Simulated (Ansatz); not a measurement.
`N#[C][SnH2][Cl]` + H₂O → `N#CO` + `[Cl][SnH3]` at 600 K and 1 bar (formal hydrolysis of a C–Sn bond).

Isolated molecules relaxed with PBE0-D4/def2-TZVP in Ansatz; ΔE leaves out vibrations. CCSD(T)/CBS is the MP2 limit (def2-TZVPP, def2-QZVPP) plus CCSD(T) − MP2 in def2-TZVPP, frozen cores. This one scheme is used for every species. def2 core potentials past Kr. For Sn outer-core shells are correlated without core-valence functions, which leaves a few kJ/mol of doubt a bond. Each species was taken in one conformer, which may not be the lowest.

| species | CCSD(T)/CBS energy (Eh) | H − E (kJ/mol) | S (J/(mol·K)) |
| --- | --- | --- | --- |
| `N#[C][SnH2][Cl]` | -767.77261 | 107.5 | 403.7 |
| H₂O | -76.37941 | 76.8 | 212.8 |
| `N#CO` | -168.48100 | 84.3 | 277.2 |
| `[Cl][SnH3]` | -675.62576 | 90.8 | 325.6 |

H − E and S are ideal-gas, rigid-rotor, harmonic terms from PBE0-D4/def2-TZVP, for one conformer and one mirror image of each species. 1 Eh = 2625.50 kJ/mol, R = 8.31446 J/(mol·K).

Q: By hand: ΔE, ΔH, ΔS and ΔG.

A: ΔE = (-168.48100) + (-675.62576) − (-767.77261) − (-76.37941) = 0.04526 Eh = 118.8 kJ/mol. Δ(H − E) = 84.3 + 90.8 − 107.5 − 76.8 = -9.2, so ΔH = 109.6 kJ/mol. ΔS = 277.2 + 325.6 − 403.7 − 212.8 = -13.7 J/(mol·K). ΔG = 109.6 − 600 × (-13.7)/1000 = 117.8 kJ/mol.

Q: By hand: the equilibrium constant, and the temperature at which ΔG would vanish if ΔH and ΔS stayed fixed.

A: log₁₀ K = −ΔG/(RT ln 10) = -10.3. ΔH and −TΔS have one sign here, so there is no such temperature.

The number of gas molecules stays the same, so ΔS is small and ΔH decides. A doubt of 5 kJ/mol in ΔE shifts log₁₀ K by 0.4 here. Other conformers and mirror images would add mixing entropy, several J/(mol·K) or more a flexible species. These are equilibria of isolated gas molecules and say nothing of rates. Largest T1 diagnostic: 0.014 (customary marks: 0.02 for closed shells, 0.045 for open ones).
